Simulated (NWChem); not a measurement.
Molecule: CCl$_{2}$, singlet; SMILES [C](Cl)Cl

Results from NWChem. Pople sets run with spherical d functions. Low-valent species are run as closed-shell singlets; no triplet was tried in these runs. Geometry: optimised at PBE-D3(BJ)/def2-SVP. Level TPSS/6-31G*: energy and gradient; each run changes one setting, and changes count from the defaults (medium grid, exact Coulomb integrals, symmetry on).

**Question.** Which setting moves the energy most, and by about how much (Coulomb fitting, Weigend set; coarse grid; Coulomb fitting, Ahlrichs set; defaults; extra-fine grid)?

**Answer.** Coulomb fitting, Ahlrichs set, by about 800 μHa.
```json
[
 {"setting": "defaults", "size of the energy change (μHa)": "< 10", "largest change of a gradient component (μHa/bohr)": "< 30"},
 {"setting": "Coulomb fitting, Ahlrichs set", "size of the energy change (μHa)": "800", "largest change of a gradient component (μHa/bohr)": "200"},
 {"setting": "Coulomb fitting, Weigend set", "size of the energy change (μHa)": "70", "largest change of a gradient component (μHa/bohr)": "< 30"},
 {"setting": "extra-fine grid", "size of the energy change (μHa)": "< 10", "largest change of a gradient component (μHa/bohr)": "< 30"},
 {"setting": "coarse grid", "size of the energy change (μHa)": "< 10", "largest change of a gradient component (μHa/bohr)": "40"}
]
```
